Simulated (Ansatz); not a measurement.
Ansatz (a quantum-chemistry and plane-wave program) input (B97M-V/def2-TZVPD):

Ansatz 0.2 input:
```yaml
crystal:
  periodic: [false, false, false]
  atoms:
    - {symbol: Bi, position_ang: [0.11208710, -0.62633752, 0.77367491]}
    - {symbol: I, position_ang: [2.05489889, 0.86234499, -0.61513851]}
    - {symbol: I, position_ang: [-2.23043152, 0.11852320, -0.59646559]}
basis:
  gaussian:
    orbitals: def2-TZVPD
hamiltonian:
  xc: {name: B97M-V}
magnetization: {spin_polarized: true, initial_magnetization: 1}
output: {forces: true}
```

End of the output:

```
integrals: 0.12 GiB planned
1201 factors; their error is unknown
mean field: 1.11 GiB planned
mean field evaluation 1: about -22043.2906 eV, gradient 1.0e1 eV
mean field evaluation 2: about -22038.5064 eV, gradient 2.8e1 eV
mean field evaluation 4: about -22044.1513 eV, gradient 1.4e0 eV
mean field evaluation 8: about -22044.1584 eV, gradient 5.2e-2 eV
mean field evaluation 16: about -22044.1419 eV, gradient 1.8e-4 eV
mean field -22044.14189276 eV, -810.1072725030 hartree, gradient 1.2e-5 eV, S^2 0.753629; 0 other end points of the search recorded, 0 dependent functions left out
the calculation of the forces begins
reference -22044.14196256 eV, -810.1072750678 hartree; 37, 36 occupied and 137, 138 virtual orbitals, 1201 factors
Total energy: -22044.14196256 eV, -810.1072750678 hartree
Atom 0 at     0.112087    -0.626338     0.773675 Å, force    -0.003168     0.017705    -0.021869 eV/Å
Atom 1 at     2.054899     0.862345    -0.615139 Å, force    -0.005674    -0.010112     0.010966 eV/Å
Atom 2 at    -2.230432     0.118523    -0.596466 Å, force     0.008843    -0.007592     0.010903 eV/Å
Dipole moment:     0.062152    -0.347302     0.429001 e Å
```

It need not be the lowest isomer of its formula.
